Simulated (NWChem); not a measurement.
System: C2H6N, doublet; SMILES C(C)[NH]

```xyz
9

C      0.2529    -1.2027     0.0000
C     -0.4953     0.1167     0.0000
N      0.3825     1.2443     0.0000
H     -0.4399    -2.0576     0.0000
H      0.8985    -1.2794     0.8876
H      0.8985    -1.2794    -0.8876
H     -1.1825     0.1697    -0.8740
H     -1.1825     0.1697     0.8740
H     -0.2153     2.0830     0.0000
```
Atoms are numbered in this order, from 1.

In the optimisation the excess spin sits in a" (Cs, its own frame). Structure relaxed at the PBE0/def2-SVP, spin-unrestricted level. No stability test was run on the SCF state.

Symmetry labels are those of Cs in the frame above (b1 and b2, or b-type labels, depend on it).

### Question
List the 4 lowest vertical excitations from PBE/6-31G* (spherical d), spin-unrestricted, TDA (NWChem).

### Answer
```tsv
state	energy (eV)	oscillator strength	symmetry of the excitation	<S²>
state 1	2.45	0.001	a'	0.76
state 2	5.28	0.015	a"	0.76
state 3	5.41	0.000	a'	0.76
state 4	5.83	0.001	a'	0.76
```
